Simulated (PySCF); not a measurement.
C4H8Cl2Si.
Cartesian coordinates in Å at the GFN2-xTB level; atoms count from 1:
```xyz
15
C4H8Cl2Si angstrom
C     -1.7554   -0.8048   -0.7267
C     -0.5090   -0.1821   -0.1780
C      0.6979   -0.7384   -0.2665
Si     2.3380   -0.0618    0.3695
C     -0.6908    1.1424    0.4874
Cl    -1.8387    1.0298    1.8485
Cl    -1.2923    2.3566   -0.6769
H     -1.5324   -1.7460   -1.2208
H     -2.2255   -0.1307   -1.4415
H     -2.4697   -0.9867    0.0752
H      0.7438   -1.6967   -0.7694
H      2.6288    1.2346   -0.2478
H      2.2871    0.0850    1.8264
H      3.3722   -1.0282    0.0045
H      0.2416    1.5351    0.8941
```

The calculation used TDDFT CAM-B3LYP/def2-SVPD, vertical, gas phase, core orbitals frozen in the response in PySCF 2.14.0, density-fitted response routines.

Ground-to-excited transition dipoles (e·a0, same axes as the geometry; the sign carries no meaning), for the states with f of 0.002 or more among the lowest 7:

```json
{"state": "S1", "E (hartree)": "0.2313", "μx": "-1.541", "μy": "0.560", "μz": "0.000"}
{"state": "S2", "E (hartree)": "0.2378", "μx": "0.115", "μy": "0.028", "μz": "-0.101"}
{"state": "S3", "E (hartree)": "0.2494", "μx": "-0.087", "μy": "0.074", "μz": "-0.102"}
{"state": "S4", "E (hartree)": "0.2541", "μx": "-0.289", "μy": "-0.004", "μz": "-0.054"}
{"state": "S5", "E (hartree)": "0.2572", "μx": "0.130", "μy": "0.032", "μz": "0.043"}
{"state": "S7", "E (hartree)": "0.2649", "μx": "-0.037", "μy": "-0.068", "μz": "0.130"}
```

Task: Work out the oscillator strengths.

Result: f = (2/3) ΔE |μ|² with ΔE in hartree (27.2114 eV).

```json
{"state": "S1", "|μ|² (au)": "2.687", "|μ| (D)": "4.17", "f": "0.414"}
{"state": "S2", "|μ|² (au)": "0.024", "|μ| (D)": "0.39", "f": "0.004"}
{"state": "S3", "|μ|² (au)": "0.024", "|μ| (D)": "0.39", "f": "0.004"}
{"state": "S4", "|μ|² (au)": "0.086", "|μ| (D)": "0.75", "f": "0.015"}
{"state": "S5", "|μ|² (au)": "0.020", "|μ| (D)": "0.36", "f": "0.003"}
{"state": "S7", "|μ|² (au)": "0.023", "|μ| (D)": "0.39", "f": "0.004"}
```

Task: Which bond between heavy atoms lies closest to the direction of the S1 transition dipole?

Result: C2–C3, at 6° from it; next C3–Si4 at 46°.

Task: What angle do the transition dipoles of S1 and S4 make?

Result: |cos θ| = |μa·μb| / (|μa| |μb|) = 0.92, so θ ≈ 23° (taken between 0 and 90°, since the signs are arbitrary).

Task: How is the summed strength of these states shared among x, y and z?

Result: (2/3) Σ ΔE μα² gives 0.387 for x, 0.050 for y and 0.007 for z, 0.444 in all.

Task: What peak molar absorption coefficient would the strongest computed level give as a lone Gaussian band 0.5 eV wide at half height?

Result: ε(max) = 2.175×10⁸ f / FWHM, with the width in cm⁻¹. S1: 2.175×10⁸ × 0.4143 / 4033 ≈ 22000 L mol⁻¹ cm⁻¹.

One conformer stands for the species.
